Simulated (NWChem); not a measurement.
Species: GeHClF$_{2}$; SMILES [F][GeH]([F])[Cl]

Results from NWChem. Geometry: optimised at PBE0/def2-SVP. Level SCAN/def2-SVP: energy and gradient on several grids; changes count from the extra-fine grid, which is no exact limit either.

| grid | size of the energy change (μHa) | largest change of a gradient component (μHa/bohr) |
|---|---|---|
| xcoarse | 5000 | 20000 |
| coarse | 3000 | 1000 |
| medium | 3000 | 400 |
| fine | 100 | 200 |
| xfine | < 10 | < 30 |
